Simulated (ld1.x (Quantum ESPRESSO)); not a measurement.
**Which change was made? (Os, PAW)**

* Element: osmium (Os)
* Generator: ld1.x (Quantum ESPRESSO) 7.5
* Type: PAW
* Functional: PBE
* Relativity: scalar-relativistic
* Frozen core: [Xe] 4f14
* Valence charge: 8
* Reference configuration: 5d6 6s2 6p0
* Partial waves: 6s (bound): rcut 2.45, rcutus 2.80 bohr; 6s channel at 3.2 Ry: rcut 2.45, rcutus 2.80 bohr; 6p (bound, empty): rcut 2.85, rcutus 3.15 bohr; 6p channel at 0.5 Ry: rcut 2.85, rcutus 3.15 bohr; 5d (bound): rcut 2.20, rcutus 2.60 bohr; 5d channel at 1.25 Ry: rcut 2.20, rcutus 2.60 bohr
* Local potential: all-electron potential smoothed inside 2.10 bohr (lloc = -1)
* Core correction: Bessel-smoothed model core, default radius (core density twice the valence density)
* Augmentation charge: PSQ, inside the norm-conserving radii

Cutoffs, loose and tight: the cutoffs (Ry, on a coarse ladder) from which the occupation-weighted sum of valence levels, in a spherical-Bessel basis at the reference potential, stays within 10 and 1 mRy of its value at 400 Ry. They do not see the model core or the augmentation charge, which bear on the density cutoff. Test errors are all-electron minus pseudo excitation energies from the reference, over the configurations 5d6 6s1 6p0; 5d6 6s0 6p0; 5d5 6s0 6p0; 5d7 6s0 6p0; 5d6 6s1.5 6p0; 5d4 6s0 6p0; 5d5 6s2 6p0; variants that change the core or the reference have their own tests. The largest error is taken over the tests solved by every variant that gives reliable tests at all, those not shown here included: 5d5 6s0 6p0; 5d5 6s2 6p0; 5d6 6s0 6p0; 5d6 6s1 6p0; 5d6 6s1.5 6p0; 5d7 6s0 6p0.

The base gives: outcome: generated; cutoff, loose: 15 Ry; cutoff, tight: 25 Ry; bound ghosts: s; largest test error (meV): -84.

Task: After one change the result is: outcome: generated; cutoff, loose: 12 Ry; cutoff, tight: 21 Ry; bound ghosts: none; largest test error (meV): -136. Which change was it?
A. all radii but the core radius scaled by about 1.30 (s 3.64, p 4.08, d 3.38 bohr, rcut 3.18/3.70/2.86); local potential all-electron potential smoothed inside 2.72 bohr (lloc = -1)
B. all radii but the core radius scaled by about 1.07 (s 3.00, p 3.38, d 2.80 bohr, rcut 2.64/3.06/2.36); local potential all-electron potential smoothed inside 2.26 bohr (lloc = -1)
C. all radii but the core radius scaled by about 1.19 (s 3.34, p 3.74, d 3.10 bohr, rcut 2.92/3.40/2.62); local potential all-electron potential smoothed inside 2.50 bohr (lloc = -1)

Result: B. The others give: all radii but the core radius scaled by about 1.19 (s 3.34, p 3.74, d 3.10 bohr, rcut 2.92/3.40/2.62); local potential all-electron potential smoothed inside 2.50 bohr (lloc = -1) → outcome: generated; cutoff, loose: 10 Ry; cutoff, tight: 18 Ry; bound ghosts: none; largest test error (meV): -140 | all radii but the core radius scaled by about 1.30 (s 3.64, p 4.08, d 3.38 bohr, rcut 3.18/3.70/2.86); local potential all-electron potential smoothed inside 2.72 bohr (lloc = -1) → outcome: generated; cutoff, loose: 8 Ry; cutoff, tight: 12 Ry; bound ghosts: none; largest test error (meV): -144.
